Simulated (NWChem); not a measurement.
System: SiH3TeOI; SMILES [SiH3]O[Te]I

Input file for NWChem:

```
start job
memory heap 200 mb stack 900 mb global 1100 mb
geometry units angstroms
  Te     0.555074    -0.265865     1.006487
  I     -1.292911     0.777170    -0.588088
  O      1.916882    -0.589141    -0.371946
  Si     2.007956    -1.750491    -1.511339
  H      1.963116    -3.059689    -0.860056
  H      3.297439    -1.385852    -2.070943
  H      0.876096    -1.618957    -2.425569
end
basis spherical
  * library def2-svp
end
ecp
  Te library def2-ecp
  I library def2-ecp
end
dft
  xc pbe0
  iterations 150
end
driver
  maxiter 120
end
task dft optimize
dft
  grid fine
  convergence energy 1d-8 density 1d-7
end
task dft freq numerical
```

Output (shortened):

```
             Northwest Computational Chemistry Package (NWChem) 7.3.0
             --------------------------------------------------------

 C1  symmetry detected

                             Geometry "geometry" -> ""
                             -------------------------

 Output coordinates in angstroms (scale by  1.889725989 to convert to a.u.)

  No.       Tag          Charge          X              Y              Z
 ---- ---------------- ---------- -------------- -------------- --------------
    1 Te                  52.0000     0.98620460     0.66577809    -0.03632524
    2 I                   53.0000    -0.28361391    -1.66474490     0.00684408
    3 O                    8.0000    -0.50435408     1.77125185     0.60808808
    4 Si                  14.0000    -1.83852813     2.29624801    -0.16625251
    5 H                    1.0000    -1.43358567     3.04962228    -1.35310902
    6 H                    1.0000    -2.39644243     3.09657051     0.90943341
    7 H                    1.0000    -2.64684742     1.14733932    -0.56731796

 Effective nuclear repulsion energy (a.u.)    1033.1929067565

                                Z-matrix (autoz)
                                --------

 Units are Angstrom for bonds and degrees for angles

[...]

      ----------------------
      Optimization converged
      ----------------------

  Step       Energy      Delta E   Gmax     Grms     Xrms     Xmax
  ---- ---------------- -------- -------- -------- -------- --------
@    7    -931.93858564 -2.1D-07  0.00005  0.00002  0.00070  0.00139
                                     ok       ok       ok       ok

                                Z-matrix (autoz)
                                --------

 Units are Angstrom for bonds and degrees for angles

[...]

 Rotational Constants
 --------------------
 A=   0.067902 cm-1  (  0.097694 K)
 B=   0.024652 cm-1  (  0.035469 K)
 C=   0.018562 cm-1  (  0.026706 K)

 Temperature                      =   298.15K
 frequency scaling parameter      =   1.0000

 Zero-Point correction to Energy  =   18.629 kcal/mol  (  0.029687 au)
 Thermal correction to Energy     =   22.982 kcal/mol  (  0.036625 au)
 Thermal correction to Enthalpy   =   23.575 kcal/mol  (  0.037568 au)

 Total Entropy                    =   91.781 cal/mol-K
   - Translational                =   43.011 cal/mol-K (mol. weight = 303.8024)
   - Rotational                   =   30.316 cal/mol-K (symmetry #  =        1)
   - Vibrational                  =   18.453 cal/mol-K

 Cv (constant volume heat capacity) =   20.205 cal/mol-K
   - Translational                  =    2.979 cal/mol-K
   - Rotational                     =    2.979 cal/mol-K
   - Vibrational                    =   14.246 cal/mol-K

[normal modes left out]

 ----------------------------------------------------------------------------
 Normal Eigenvalue ||           Projected Infra Red Intensities
  Mode   [cm**-1]  || [atomic units] [(debye/angs)**2] [(KM/mol)] [arbitrary]
 ------ ---------- || -------------- ----------------- ---------- -----------
    1       -0.000 ||    0.000149           0.003         0.145       0.024
    2       -0.000 ||    0.000070           0.002         0.068       0.011
    3        0.000 ||    0.000017           0.000         0.016       0.003
    4        0.000 ||    0.000001           0.000         0.001       0.000
    5        0.000 ||    0.000145           0.003         0.141       0.023
    6        0.000 ||    0.000008           0.000         0.008       0.001
    7       42.166 ||    0.000336           0.008         0.327       0.054
    8       70.126 ||    0.000156           0.004         0.152       0.025
    9      136.591 ||    0.001151           0.027         1.122       0.186
   10      160.418 ||    0.002312           0.053         2.254       0.374
   11      210.569 ||    0.013406           0.309        13.069       2.171
   12      498.976 ||    0.023086           0.533        22.506       3.738
   13      710.369 ||    0.044242           1.021        43.129       7.164
   14      720.103 ||    0.050582           1.167        49.310       8.191
   15      893.182 ||    0.476787          11.000       464.795      77.208
   16      935.176 ||    0.072007           1.661        70.196      11.660
   17      947.381 ||    0.110710           2.554       107.926      17.928
   18      977.319 ||    0.189930           4.382       185.154      30.756
   19     2231.199 ||    0.110974           2.560       108.183      17.970
   20     2239.839 ||    0.073761           1.702        71.906      11.944
   21     2263.837 ||    0.126996           2.930       123.802      20.565
 ----------------------------------------------------------------------------
```

Level: PBE0/def2-SVP with def2 effective core potentials on Te, I. def2 effective core potentials on Te, I; no spin-orbit coupling.
